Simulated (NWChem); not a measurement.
System: C2H6O2Si; SMILES O1C[SiH](O)C1

```xyz
11

O     -0.5403    -2.0291     0.0000
Si     0.3550    -0.6068     0.0000
C     -0.1022     0.8476    -1.1393
O      0.1320     1.7213     0.0000
C     -0.1022     0.8476     1.1393
H     -0.0287    -2.8553     0.0000
H      1.8289    -0.9329     0.0000
H     -1.1679     0.8709    -1.4747
H      0.5428     1.1442    -1.9924
H      0.5428     1.1442     1.9924
H     -1.1679     0.8709     1.4747
```
Atoms are numbered in this order, from 1.

Program: NWChem. Pople sets run with spherical d functions. Geometry: optimised at PBE-D3(BJ)/def2-SVP. Level: M06-2X/6-31G* with SMD (1 M gas to 1 M solution), gas-phase geometry. Reactions with the solvent are ignored.

For solvent acetonitrile:

```
Item                                         Result
-------------------------------------------  ------
solvation free energy (kcal/mol)               -5.7
cavity-dispersion-structure term (kcal/mol)     0.0
dipole in solution (D)                         3.12
```

**Question.** What are these values for solvent water?

**Answer.** 
* **solvation free energy (kcal/mol)**: -7.2
* **cavity-dispersion-structure term (kcal/mol)**: 3.3
* **dipole in solution (D)**: 3.40
